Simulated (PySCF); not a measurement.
B3LYP has the VWN-RPA correlation part, as in Gaussian. 

```xyz
23

C     -0.2240     2.5670     0.0383
C      0.1626     1.5488    -1.0444
Si     0.0036    -0.2457    -0.4951
Cl     0.7147    -1.4424    -2.0802
C      1.0870    -0.6168     1.0003
C      2.5670    -0.2591     0.8164
C     -1.7924    -0.7240    -0.1944
C     -2.0192    -2.1979     0.1641
H     -0.1188     3.6031    -0.3216
H      0.4103     2.4674     0.9344
H     -1.2695     2.4403     0.3639
H     -0.4597     1.6841    -1.9461
H      1.2034     1.7113    -1.3735
H      0.9780    -1.6893     1.2373
H      0.6585    -0.0731     1.8626
H      3.1658    -0.5252     1.7022
H      2.9949    -0.7893    -0.0489
H      2.7038     0.8203     0.6398
H     -2.3608    -0.4574    -1.1031
H     -2.1791    -0.0667     0.6062
H     -1.6262    -2.8592    -0.6238
H     -3.0892    -2.4269     0.2925
H     -1.5107    -2.4691     1.1035
```

Charge 0, multiplicity 1.

### Question
Give the Mulliken and meta-Löwdin atomic charges from B3LYP-D3(BJ)/def2-TZVP // B3LYP-D3(BJ)/def2-SVP in PySCF 2.14.0.

### Answer

```
atom  Mulliken (e)  meta-Löwdin (e)
----  ------------  ---------------
C1           -0.36            -0.31
C2           -0.28            -0.44
Si3           0.50             0.99
Cl4          -0.29            -0.36
C5           -0.29            -0.44
C6           -0.36            -0.31
C7           -0.26            -0.44
C8           -0.36            -0.31
H9            0.12             0.11
H10           0.11             0.10
H11           0.11             0.10
H12           0.11             0.11
H13           0.11             0.12
H14           0.11             0.12
H15           0.10             0.11
H16           0.11             0.11
H17           0.13             0.11
H18           0.11             0.10
H19           0.11             0.11
H20           0.10             0.11
H21           0.13             0.11
H22           0.11             0.11
H23           0.11             0.10
```
